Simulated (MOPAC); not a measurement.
A run for MOPAC: PM7 on BeBrI (SMILES [Br][Be][I]), a point of a bond scan (R = 2.923 Å).

```
PM7 1SCF PRECISE CHARGE=0 THREADS=1
BeBrI

Be    -0.00000000 1    -0.00000000 1    -0.50333561 1
Br    -0.00000000 1    -0.00000000 1    -2.45917122 1
I      0.00000000 1     0.00000000 1     2.41982506 1
```

Output:

```
*******************************************************************************
 **                                                                           **
 **                              MOPAC v23.2.5                                **
 **                                                                           **
 *******************************************************************************
 ** MOPAC's Digital Object Identifier: https://doi.org/10.5281/zenodo.6511958 **
 **                                                                           **
 ** Please cite the open-source release paper for use of this MOPAC version:  **
 ** J. E. Moussa and J. J. P. Stewart (2026)                                  **
 ** MOPAC: An open-source semiempirical molecular orbital program             **
 ** J. Open Source Softw., 11(119), 8025, https://doi.org/10.21105/joss.08025 **
 *******************************************************************************

                              PM7 CALCULATION RESULTS

 *******************************************************************************
 *  PM7        - The PM7 Hamiltonian to be used
 *
 *
 *
 *                 CHARGE ON SYSTEM = 0
 *
 *
 *
 *  PRECISE    - TIGHTER CRITERIA TO BE USED
 *  1SCF       - DO 1 SCF AND THEN STOP
 *  THREADS=1  - MULTI-THREADING NOT USED
 *  T=         - A TIME OF 172800.0 SECONDS REQUESTED
 *  DUMP=N     - RESTART FILE WRITTEN EVERY 7200.0 SECONDS REQUESTED
 *******************************************************************************
PM7 1SCF PRECISE CHARGE=0 THREADS=1
 BeBrI

   ATOM   CHEMICAL          X               Y               Z
  NUMBER   SYMBOL      (ANGSTROMS)     (ANGSTROMS)     (ANGSTROMS)

     1      Be         -0.00000000  *  -0.00000000  *  -0.50333561  *
     2      Br         -0.00000000  *  -0.00000000  *  -2.45917122  *
     3       I          0.00000000  *   0.00000000  *   2.41982506  *



          CARTESIAN COORDINATES

    NO.       ATOM           X           Y           Z

     1        Be         -0.0000     -0.0000     -0.5033
     2        Br         -0.0000     -0.0000     -2.4592
     3         I          0.0000      0.0000      2.4198

 General Reference for PM7:
 "Optimization of Parameters for Semiempirical Methods VI: More Modifications to the
 NDDO Approximations and Re-optimization of Parameters", J. J. P. Stewart, J. Mol. Mod., 1:32, 19 (2013)
 https://link.springer.com/article/10.1007/s00894-012-1667-x

           Empirical Formula: Be Br I  =     3 atoms



      MOLECULAR POINT GROUP   :   C*v


      RHF CALCULATION, NO. OF DOUBLY OCCUPIED LEVELS = 8


 -------------------------------------------------------------------------------
 PM7 1SCF PRECISE CHARGE=0 THREADS=1
 BeBrI



     1SCF WAS SPECIFIED, SO BFGS WAS NOT USED
     SCF FIELD WAS ACHIEVED


                              PM7 CALCULATION
                                                       MOPAC v23.2.5 Linux




          FINAL HEAT OF FORMATION =         18.91476 KCAL/MOL =      79.13937 KJ/MOL


          COSMO AREA              =        129.25 SQUARE ANGSTROMS
          COSMO VOLUME            =        116.42 CUBIC ANGSTROMS

          IONIZATION POTENTIAL    =          9.096698 EV
          HOMO LUMO ENERGIES (EV) =         -9.097 -1.816
          NO. OF FILLED LEVELS    =          8
          MOLECULAR WEIGHT        =        215.8207         POINT GROUP:  C*v

          MOLECULAR DIMENSIONS (Angstroms)

            Atom       Atom       Distance
            I     3   Br     2     4.87900
            I     3   Br     2     0.00000
           Be     1   Br     2     0.00000


          SCF CALCULATIONS        =          1





   ATOM   CHEMICAL          X               Y               Z
  NUMBER   SYMBOL      (ANGSTROMS)     (ANGSTROMS)     (ANGSTROMS)

     1      Be         -0.00000000  *  -0.00000000  *  -0.50333561  *
     2      Br         -0.00000000  *  -0.00000000  *  -2.45917122  *
     3       I          0.00000000  *   0.00000000  *   2.41982506  *

                             CARTESIAN COORDINATES

   1   Be       -0.000000000    -0.000000000    -0.503335610
   2   Br       -0.000000000    -0.000000000    -2.459171220
   3    I        0.000000000     0.000000000     2.419825060


           Empirical Formula: Be Br I  =     3 atoms



      MOLECULAR POINT GROUP   :   C*v


                  EIGENVALUES
 -27.00267 -21.09802 -13.86610 -11.54043 -11.54043  -9.87508  -9.09670  -9.09670
  -1.81629   0.38985   0.38985   1.03680 127.11663 127.20263 127.20263 127.65429
 127.65429 259.27419 259.54197 259.54197 260.42689 260.42689


              NET ATOMIC CHARGES AND DIPOLE CONTRIBUTIONS

  ATOM NO.   TYPE          CHARGE      No. of ELECS.   s-Pop       p-Pop       d-Pop
    1         Be           0.698659        1.3013     0.70387     0.59747
    2         Br          -0.243112        7.2431     1.92961     5.31224     0.00126
    3          I          -0.455548        7.4555     1.97512     5.47956     0.00087
 DIPOLE           X         Y         Z       TOTAL
 POINT-CHG.     0.000     0.000    -4.112     4.112
 HYBRID        -0.000    -0.000     0.355     0.355
 SUM           -0.000    -0.000    -3.758     3.758


          ATOMIC ORBITAL ELECTRON POPULATIONS

     Atom    s        px        py        pz      x^2-y^2     xz        z^2       yz        xy
    1 Be   0.70387   0.05718   0.05718   0.48312
    2 Br   1.92961   1.94458   1.94458   1.42309   0.00000   0.00023   0.00080   0.00023   0.00000
    3  I   1.97512   1.99794   1.99794   1.48368   0.00000   0.00008   0.00072   0.00008   0.00000

 **********************
 *                    *
 * JOB ENDED NORMALLY *
 *                    *
 **********************




 == MOPAC DONE ==
```

The run finished.

Cost: roughly 0.020 core-seconds.
